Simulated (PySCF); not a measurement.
Species: CH₈ClO₂Si₃ (doublet state).
Structure used (GFN2-xTB), in Å, numbered top down from 1:
```xyz
15
CH8ClO2Si3 angstrom
Si     1.9841    0.7816   -0.6985
C      1.9214   -1.0580   -0.5296
O      0.8940   -1.7407   -0.0201
Si    -0.4720   -1.3780    0.7712
O     -1.2602   -0.1715    0.0252
Si    -2.2815    1.0267   -0.3206
Cl    -3.8280    0.9372    0.9463
H      1.7132    1.4274    0.5932
H      1.0112    1.3035   -1.6713
H      3.3456    1.0725   -1.1469
H      2.6913   -1.7188   -0.9109
H     -1.2174   -2.6103    0.5984
H     -0.2009   -0.9136    2.1264
H     -2.7441    0.7750   -1.6776
H     -1.5611    2.2752   -0.1182
```

The hyperfine couplings belong to this conformer and change with its torsions.

The species is `[SiH3][CH]O[SiH2]O[SiH2]Cl` [radical].

Level of theory: UKS B3LYP, pcH-1 on C Cl H O Si, non-relativistic, mean-field spin-orbit, GIAO (PySCF). One conformer (not necessarily the lowest) at the GFN2-xTB geometry, without solvent, vibrations or thermal averaging. The geometry wasn't refined by DFT: couplings that depend on bond lengths, twists or pyramidal angles can differ widely from those at the functional's own minimum. The SCF solution wasn't tested for stability.

What is the g tensor, term by term?

| Δg (ppm) | 1 | 2 | 3 |
| --- | --- | --- | --- |
| relativistic mass correction | -166 | -166 | -166 |
| gauge correction | -3 | 32 | 33 |
| orbital Zeeman/spin–orbit | -53 | 1320 | 2017 |
| total | -223 | 1185 | 1883 |

So g = 2.00210, 2.00350, 2.00420 and g_iso = 2.00327; the tensor is rhombic: the two nearest values differ by 33 % of g3 − g1. Axes: g2 points within 9° of the Si1–C2 bond.

What are the electron Larmor frequencies g μB B/h along the three axes at 350 mT?

9.8076, 9.8145, 9.8180 GHz for g1, g2 and g3, a range of 10.3 MHz.

How much does each term add to the isotropic shift?

The orbital-Zeeman/spin–orbit term 1095, the mass correction -166 and the gauge correction 20 ppm, for a total of 948 ppm. The orbital-Zeeman/spin–orbit term is the largest in size. The mass correction is the same along every axis, so the anisotropy comes from the other two: their spans along these axes are 36 (gauge) and 2070 ppm (orbital Zeeman/spin–orbit).

What effective moment and Curie constant follow for a powder?

With the mean of g² = 4.0131 and S(S+1) = 0.75: μ_eff = √(⟨g²⟩S(S+1)) = 1.735 μB and χT = 0.12505·⟨g²⟩·S(S+1) = 0.376 cm³ K/mol (cgs; spin-Hamiltonian part alone).

In a frozen sample, at which fields do the three g values resonate at 9.5, 34, 94 and 263 GHz (hyperfine left aside), and which band first spreads them over more than twice a line width of 1.0 mT?

| band | GHz | B(g3) mT | B(g2) mT | B(g1) mT | spread mT |
| --- | --- | --- | --- | --- | --- |
| X | 9.5 | 338.67 | 338.78 | 339.02 | 0.36 |
| Q | 34.0 | 1212.06 | 1212.49 | 1213.34 | 1.28 |
| W | 94.0 | 3351.00 | 3352.17 | 3354.53 | 3.53 |
| J | 263.0 | 9375.68 | 9378.94 | 9385.54 | 9.86 |

The spread grows in proportion to the frequency. W band is the first where it exceeds 2.0 mT.

Largest spin populations (Mulliken): C2 (+0.88) and O3 (+0.10). No atom but C2 exceeds +0.15. The angles at C2 add up to 359.8°, so it is planar; its axial dipolar tensor and the negative coupling of its proton fit spin in a p orbital normal to that plane.

The HOMO–LUMO gaps are 5.38 eV among the α and 6.30 eV among the β orbitals.
